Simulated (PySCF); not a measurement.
Run record: geometry optimisation, [NbCl6]-, `[Cl][Nb-]([Cl])([Cl])([Cl])([Cl])[Cl]`.

Method: PBE0-D3(BJ)/def2-SVP geometry optimisation, gas phase, def2 core potentials past Kr (PySCF 2.14.0). Start geometry: GFN2-xTB. A driver script takes a list of jobs; this job's settings line and coordinates (Å) are shown.

Input:
```
{"job": {"xc": "PBE0", "basis": "def2-SVP", "d3": "d3bj", "grid": 1, "maxiter": 30, "shake": 0.03, "kind": "geom"}, "charge": -1, "multiplicity": 1}
Nb     0.061070    -0.076730     0.012350
Cl    -0.033040    -0.022250     2.370820
Cl    -0.044450     0.001860    -2.403130
Cl     2.476930     0.011170     0.005360
Cl    -2.385750    -0.024310    -0.047560
Cl    -0.015890     2.391750     0.001670
Cl     0.032990    -2.383500    -0.008050
```

Output:
```
step   0  E = -2816.84822780  max force = 0.032267
step   1  E = -2816.85375513  max force = 0.009779
step   2  E = -2816.85338276  max force = 0.004867
step   3  E = -2816.85500459  max force = 0.003301
step   4  E = -2816.85515787  max force = 0.000995
step   5  E = -2816.85516458  max force = 0.000624
step   6  E = -2816.85517665  max force = 0.000584
step   7  E = -2816.85518277  max force = 0.000166
optimisation converged
```

Energies in Eh; «max force» is the largest Cartesian gradient component in Eh/bohr.

Question: Give the first gradient maximum in eV/Å.

Answer: With 1 Eh/bohr = 51.422 eV/Å, 1.659 eV/Å.

Main results: final energy -2816.85518 Eh after 7 steps.

Question: Estimate the wall time. Hardware: one thread, Arm Neoverse V1 (aarch64), on a shared host. And the peak memory of the process?

Answer: About 1.8 min, with 0.57 GiB resident at the peak, the Python interpreter and its libraries included.
Labels such as C1 count atoms from 1, the log's own numbers from 0.
